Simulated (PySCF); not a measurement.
C3H9Al, charge -1, doublet, at a GFN2-xTB geometry (such geometries of metal compounds can be far from the true shape) (a state made from the parent by changing its charge; the spin is typed, not shown lowest); MP2/6-31G** (PySCF).

PySCF was given this input:
```python
from pyscf import gto, scf, mp

mol = gto.Mole()
mol.atom = '''
    Al   -0.31345568    0.26070650    0.46689355
    C    -1.20837662   -1.44885398   -0.32477592
    H    -0.65953292   -1.91921404   -1.15429636
    H    -2.21794573   -1.24969512   -0.71502619
    H    -1.33776513   -2.24023004    0.42899583
    C    -0.03834955    1.50164128   -1.18677467
    H     0.51711093    1.04796697   -2.02116991
    H     0.51066905    2.42102643   -0.93280851
    H    -0.99227817    1.84111055   -1.61801717
    C     1.61529581   -0.35933302    0.96256457
    H     2.24295330    0.47155375    1.31874227
    H     2.18010805   -0.82353158    0.14032435
    H     1.62018668   -1.09889706    1.77755562
'''
mol.basis = '6-31g**'
mol.charge = -1
mol.spin = 1
mol.verbose = 4
mol.build()

mf = scf.UHF(mol)
mf.kernel()

pt = mp.MP2(mf)
pt.kernel()
print('E(MP2) = %.10f' % pt.e_tot)
```

The log (banner, timings and long lists left out):

```
PySCF version 2.14.0

[INPUT] verbose = 4
[INPUT] num. atoms = 13
[INPUT] num. electrons = 41
[INPUT] charge = -1
[INPUT] spin (= nelec alpha-beta = 2S) = 1
[INPUT] symmetry False subgroup None
[INPUT] Mole.unit = angstrom
[INPUT] Symbol           X                Y                Z      unit          X                Y                Z       unit  Magmom
[INPUT]  1 Al    -0.313455680000   0.260706500000   0.466893550000 AA   -0.592345387389   0.492663883894   0.882300938826 Bohr   0.0
[INPUT]  2 C     -1.208376620000  -1.448853980000  -0.324775920000 AA   -2.283500867128  -2.737937216686  -0.613737540654 Bohr   0.0
[INPUT]  3 H     -0.659532920000  -1.919214040000  -1.154296360000 AA   -1.246336588935  -3.626788910020  -2.181303986982 Bohr   0.0
[INPUT]  4 H     -2.217945730000  -1.249695120000  -0.715026190000 AA   -4.191309988849  -2.361581516005  -1.351203670991 Bohr   0.0
[INPUT]  5 H     -1.337765130000  -2.240230040000   0.428995830000 AA   -2.528009714693  -4.233421231623   0.810684627280 Bohr   0.0
[INPUT]  6 C     -0.038349550000   1.501641280000  -1.186774670000 AA   -0.072470146500   2.837690756541  -2.242679097871 Bohr   0.0
[INPUT]  7 H      0.517110930000   1.047966970000  -2.021169910000 AA    0.977198033719   1.980370560890  -3.819457581112 Bohr   0.0
[INPUT]  8 H      0.510669050000   2.421026430000  -0.932808510000 AA    0.965024644792   4.575076893033  -1.762752610564 Bohr   0.0
[INPUT]  9 H     -0.992278170000   1.841110550000  -1.618017170000 AA   -1.875133980685   3.479194704547  -3.057609316144 Bohr   0.0
[INPUT] 10 C      1.615295810000  -0.359333020000   0.962564570000 AA    3.052466691057  -0.679040995313   1.818983414510 Bohr   0.0
[INPUT] 11 H      2.242953300000   0.471553750000   1.318742270000 AA    4.238567447189   0.891107440512   2.492061719187 Bohr   0.0
[INPUT] 12 H      2.180108050000  -0.823531580000   0.140324350000 AA    4.119807136460  -1.556249141130   0.265174590108 Bohr   0.0
[INPUT] 13 H      1.620186680000  -1.098897060000   1.777555620000 AA    3.061709095868  -2.076614482490   3.359093292981 Bohr   0.0

nuclear repulsion = 147.030268378807
number of shells = 53
number of NR pGTOs = 195
number of NR cGTOs = 105
basis = 6-31g**
ecp = {}

******** <class 'pyscf.scf.uhf.UHF'> ********
method = UHF
initial guess = minao
damping factor = 0
level_shift factor = 0
DIIS = <class 'pyscf.scf.diis.CDIIS'>
diis_start_cycle = 1
diis_space = 8
diis_damp = 0
SCF conv_tol = 1e-09
SCF conv_tol_grad = None
SCF max_cycles = 50
direct_scf = True
direct_scf_tol = 1e-13
number electrons alpha = 21  beta = 20
Set gradient conv threshold to 3.16228e-05
init E= -360.506935724988

cycle= 1 E= -360.66043323137  delta_E= -0.153  |g|= 0.277  |ddm|= 2.03
cycle= 2 E= -360.721286556137  delta_E= -0.0609  |g|=  0.1  |ddm|= 0.509
cycle= 3 E= -360.729429129757  delta_E= -0.00814  |g|= 0.034  |ddm|= 0.185
cycle= 4 E= -360.730974008444  delta_E= -0.00154  |g|= 0.00742  |ddm|= 0.105
cycle= 5 E= -360.731078586637  delta_E= -0.000105  |g|= 0.00371  |ddm|= 0.0228
cycle= 6 E= -360.731114693492  delta_E= -3.61e-05  |g|= 0.00171  |ddm|= 0.0143
cycle= 7 E= -360.731123890016  delta_E= -9.2e-06  |g|= 0.000438  |ddm|= 0.00818
cycle= 8 E= -360.731124352417  delta_E= -4.62e-07  |g|= 0.000134  |ddm|= 0.00172
cycle= 9 E= -360.73112439307  delta_E= -4.07e-08  |g|= 5.57e-05  |ddm|= 0.000477
cycle= 10 E= -360.731124400907  delta_E= -7.84e-09  |g|= 2.24e-05  |ddm|= 0.000228
cycle= 11 E= -360.731124402171  delta_E= -1.26e-09  |g|= 7.31e-06  |ddm|= 9.66e-05
cycle= 12 E= -360.731124402291  delta_E= -1.2e-10  |g|= 1.96e-06  |ddm|= 2.92e-05
Extra cycle  E= -360.731124402299  delta_E= -7.11e-12  |g|= 1.09e-06  |ddm|= 5.56e-06
converged SCF energy = -360.731124402299  <S^2> = 0.75134713  2S+1 = 2.0013467

******** <class 'pyscf.mp.ump2.UMP2'> ********
nocc = (np.int64(21), np.int64(20)), nmo = (105, 105)
E(UMP2) = -361.254972833842  E_corr = -0.523848431543722
E(SCS-UMP2) = -361.264121860598  E_corr = -0.532997458299845
E_corr(same-spin) = -0.110331530253025
E_corr(oppo-spin) = -0.413516901290697
E(MP2) = -361.2549728338
```
